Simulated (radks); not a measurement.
Problem. The mean radii <r> (bohr) of the occupied orbitals of an atom or ion are listed with their occupations. Method: non-relativistic Kohn-Sham, PBE, spin-unpolarised, spherical densities, point nucleus; computed with a radial shooting solver on a logarithmic mesh with Libxc functionals.

orbital  occ.     <r>
1s          2  0.1988
2s          2  0.9347
4d          1   4.859

Name the element and its charge.

Solution. Z = 8, oxygen, charge +3: O3+ in [He] 2s2 4d1. The 1s radius gives Z: for a bare nucleus <r> = 1.5/Z, 0.1875 bohr for Z = 8, and screening makes it slightly larger (0.1988 here). The occupations add up to 5, and the charge is Z minus that.
